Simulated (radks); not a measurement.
Spherical jellium clusters: N electrons in a uniform positive sphere of charge N and radius rs N^(1/3), rs = 4.46 bohr. Method: non-relativistic Kohn-Sham, LDA (Slater exchange, Perdew-Wang correlation), spin-polarised, spherical densities; computed with a radial shooting solver with Libxc functionals. Levels are named by radial order and angular momentum (1s, 1p, 1d, 2s, ...), and open shells are averaged over m.

N = 25, configuration 1s2 1p6 1d10 2s2 1f(up 5, down 0). This is the lowest configuration that the search found. Occupied and some empty levels:

level,occupation,eigenvalue (eV),<r> (bohr)
1s up,1,-4.6057,8.247
1s down,1,-4.4460,7.834
1p up,3,-4.0903,9.509
1p down,3,-3.8729,9.331
1d up,5,-3.4029,10.38
1d down,5,-3.1581,10.33
2s up,1,-2.9459,8.072
2s down,1,-2.8336,8.313
1f up,5,-2.5731,11.12
1f down,0,-2.3199,11.15
2p up,0,-1.9484,9.754
2p down,0,-1.8320,9.851
1g up,0,-1.6299,11.85
1g down,0,-1.3833,11.97
2d up,0,-1.0042,11.86
2d down,0,-0.88451,12.05

Energy (eV): total -46.7000, kinetic 36.387, external -1551.5, Hartree 769.96, exchange-correlation -84.042, background 782.47.

Electron density:

r (bohr),n(r) (e/bohr^3)
0.932,0.003700
2.49,0.003162
4.05,0.002572
5.60,0.002410
7.16,0.002759
8.72,0.003148
10.3,0.002877
11.8,0.001810
13.4,0.0007346
14.9,0.0002172
16.5,0.00005336
18.1,0.00001189
19.6,2.539e-06
